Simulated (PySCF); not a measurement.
Vertical excitations of a molecule C2H7NOSi2 from TDDFT-CAM-B3LYP/def2-SVPD (PySCF), as energy in eV (oscillator strength): 3.96 (0.000), 5.61 (0.000), 5.85 (0.005), 6.40 (0.003), 6.79 (0.039), 6.83 (0.062), 7.07 (0.056), 7.39 (0.003), 7.43 (0.043), 7.65 (0.091). Lowest triplet (TDA): 3.20 eV. The structure is a stationary point at B3LYP-D3(BJ)/def2-SVP. One conformer was computed; it need not be the lowest.

**Question.** Which molecule gave these data?
(A) C=C1O[SiH2][Si@@H]1N
(B) C1=C[SiH2]N[SiH2]O1
(C) O=C([SiH3])/N=C/[SiH3]
(D) O[SiH2]C1=NC[SiH2]1

**Answer.** D, O[SiH2]C1=NC[SiH2]1
